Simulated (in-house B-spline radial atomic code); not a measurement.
Cr VII (Cr6+): 1s1 2s2 2p6 3s2 3p6 3d1 (with a hole in an inner shell)

Level of theory: Dirac-Hartree-Fock, average of configuration, Fermi nucleus of rms radius 3.6452 fm; calculated with a B-spline radial code for spherical atoms.

Effective charges: Z_r = [3n² - l(l+1)]/(2<r>) from the radius, Z_e = n√(-2ε) from the energy, and Slater's rules. Values are occupation-weighted means over j.

| shell | electrons | ε (eV) | <r> (bohr) | Z_r | Z_e | Slater |
| --- | --- | --- | --- | --- | --- | --- |
| 1s | 1 | -6473.8 | 0.06304 | 23.79 | 21.81 | 24.00 |
| 2s | 2 | -898.16 | 0.2821 | 21.27 | 16.25 | 20.70 |
| 2p | 6 | -791.99 | 0.2472 | 20.23 | 15.26 | 20.70 |
| 3s | 2 | -207.2 | 0.8173 | 16.52 | 11.71 | 13.75 |
| 3p | 6 | -170.24 | 0.8363 | 14.95 | 10.61 | 13.75 |
| 3d | 1 | -120.05 | 0.8523 | 12.32 | 8.91 | 7.00 |

The least bound orbital is 3d5/2 at -120 eV, and it is also the most diffuse (<r> = 0.853 bohr). The part-filled 1s shell lies below the filled 3p shell in orbital energy.

Spin-orbit splittings of the orbital energies (j = l + 1/2 above j = l - 1/2 when positive): 2p 10.22 eV, 3p 1.509 eV, 3d 0.1829 eV.

For the 1s electron the small component carries 0.755 % of the norm, the zero-frequency Breit interaction raises the level by 1.96 eV, self-energy by 3.194 eV, and vacuum polarisation lowers it by 0.2603 eV.
